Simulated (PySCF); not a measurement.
State search for GeBr⁺

Unrestricted PBE0; PySCF, no relativity, basis sets Ge pcseg-1, Br pcseg-1. Outer shells of the fragments: Ge+ 3d10 4s2 4p1; Br 3d10 4s2 4p5.

Followed along the bond (rough minima from three points):

```csv
2Ms+1,unpaired,⟨S²⟩ at the start,R at minimum (Å),Te (eV)
1,none,0.00,2.24,0.00
3,π ↑↑,2.01,none in the scan,≤ 3.27
```

Solutions found at the starting distance of 2.375 Å, counted from the lowest of them; the search is not exhaustive and high or unbound solutions are not listed, so other states can lie among these:

```csv
2Ms+1,unpaired,term,E (eV),⟨S²⟩,⟨Lz²⟩,μ (D)
1,none,¹Σ⁺,0.00,0.00,0.00,-4.58
3,π ↑↑,mixed,3.44,2.01,2.01,-0.55
3,"σ ↑, π ↑",³Π,3.48,2.01,1.01,-3.16
3,π ↑↑,mixed,3.62,2.01,2.01,-0.61
1,π ↑↓,mixed,3.65,1.01,2.01,-0.63
3,σ ↑↑,³Σ⁺,5.91,2.00,0.00,-2.91
3,"σ ↑, π ↑",³Π,6.02,2.00,1.01,-0.77
```

A term symbol is given only where ⟨S²⟩ and ⟨Lz²⟩ are close to those of a pure state; real π, δ and φ orbitals otherwise mix terms. A positive dipole points towards Br; it is taken about the centre of mass and depends on that origin.

Counting both spins, an empty level lies below a filled one in some of these solutions, because spin and occupation are held.
